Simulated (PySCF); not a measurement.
Dipole moment and polarisability of `C[SiH2]N[Si@@H](N)S`

CH₁₀N₂SSi₂.
Structure used (GFN2-xTB), in Å, numbered top down from 1:
```xyz
16
CH10N2SSi2 angstrom
C      2.1705    0.4304    0.8225
Si     1.3324   -0.7108   -0.4357
N     -0.1826   -0.0137   -0.9462
Si    -1.6183    0.2987   -0.0419
N     -2.2290   -1.1243    0.6916
S     -1.2208    1.5507    1.6606
H      3.1244    0.0193    1.1396
H      1.5584    0.5626    1.7099
H      2.3605    1.4153    0.4032
H      2.1093   -0.7991   -1.6786
H      1.1258   -2.0434    0.1447
H     -0.3307   -0.0235   -1.9403
H     -2.5043    1.0377   -0.9419
H     -2.8057   -1.0559    1.5132
H     -2.5008   -1.9068    0.1218
H     -0.3967    2.3717    1.0334
```

Level: B3LYP/def2-SVPD (PySCF), static field, nuclei fixed, core orbitals frozen in the response. The polarisability tensor in these axes (au):

```
x   106.11  -1.26  -0.44
y    -1.26  98.33   8.39
z    -0.44   8.39  97.09
```

Problem. What are the eigenvalues, a third of the trace, and Δα (Δα² = ½Σ(αi − αj)² over the three pairs)?

Solution. Principal values 89.28, 104.90 and 107.34 au; mean 100.51 au = 14.89 Å³ = 16.57 × 10⁻⁴⁰ C²·m²/J; Δα = 16.98 au (17 % of the mean).

Problem. What is the dipole moment, and where does it point?

Solution. (-0.46, -0.93, -1.37) D, 1.71 D in size, pointing from the negative to the positive side. Measured along this direction, the outermost atoms are H8 and H16 at the negative end and H12 and H15 at the positive end.

Problem. Find the Langevin capture rate constant for H3O+ (19.018 u) meeting this molecule (138.010 u), k = 2.342 × 10⁻⁹ cm³/s × √(α in Å³ / reduced mass in u).

Solution. The reduced mass is 16.71 u, so k = 2.21 × 10⁻⁹ cm³/s. The formula leaves out the permanent dipole, which adds to the capture rate.

Problem. Estimate the molar refractivity from the static electronic polarisability.

Solution. Lorentz–Lorenz: R = (4π/3)N_A α = 2.5225 cm³/(mol·Å³) × 14.89 Å³ = 37.6 cm³/mol, in the limit of long wavelengths.

Problem. What are the principal values of the traceless quadrupole moment, Θ = ½Σq(3rr − r²1), about the centre of nuclear charge?

Solution. -8.87, -0.84, 9.71 D·Å. The values depend on the origin, since the dipole doesn't vanish. The electronic extent ⟨r²⟩ about the same centre is 1294 bohr², a root-mean-square distance of 2.21 Å for the 74 electrons.

One conformer (not necessarily the lowest) at the GFN2-xTB geometry, without solvent, vibrations or thermal averaging.

The run behind these numbers computed excited states as well. Time: 79 s of wall time (with the writing of density and orbital grids); peak memory 0.86 GiB. Hardware: one thread, Arm Neoverse N1 (aarch64), no GPU, shared host with 64 logical CPUs at a one-minute load of 58.
